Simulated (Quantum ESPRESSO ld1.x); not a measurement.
The numbers below are computed, except where a source is named.
How relativity changes the ionisation of the neon ion Ne2+ ([He] 2s2 2p4) to Ne3+ ([He] 2s2 2p3). Spin-unpolarised spherical Kohn-Sham, LDA (Slater exchange, Perdew-Zunger correlation), point nucleus, ld1.x of Quantum ESPRESSO 7.5. A level marked "c x" has the speed of light scaled by that factor and shares open shells by 2j + 1; other Dirac levels either fill j = l - 1/2 first or share by 2j + 1.

| level | E(Ne2+) (hartree) | E(Ne3+) (hartree) | IE (eV) | HOMO | <r> HOMO (bohr) |
|---|---|---|---|---|---|
| non-rel. | -125.7988 | -123.3171 | 67.531 | 2p | 0.8116 |
| scalar-rel. | -125.9447 | -123.4633 | 67.524 | 2p | 0.8113 |
| Dirac, 2j+1 shares | -125.945 | -123.463 | 67.524 | 2p3/2 | 0.8119 |
| Dirac, low j first | -125.948 | -123.469 | 67.460 | 2p3/2 | 0.8120 |
| Dirac, c x 3 | -125.815 | -123.333 | 67.530 | 2p3/2 | 0.8116 |
| Dirac, c x 5 | -125.805 | -123.323 | 67.530 | 2p3/2 | 0.8116 |
| Dirac, c x 10 | -125.800 | -123.319 | 67.531 | 2p3/2 | 0.8116 |

NIST Atomic Spectra Database: 63.423 eV (measured). The relativistic part of the total energy of Ne2+ is -0.1494 hartree (Dirac, low j first), 0.12 % of the non-relativistic value. Spin polarisation and multiplet splitting of open shells are left out at every level.

Beside tabulated values, note that spin-unpolarised runs miss the spin-polarisation part of the exchange energy of open shells.
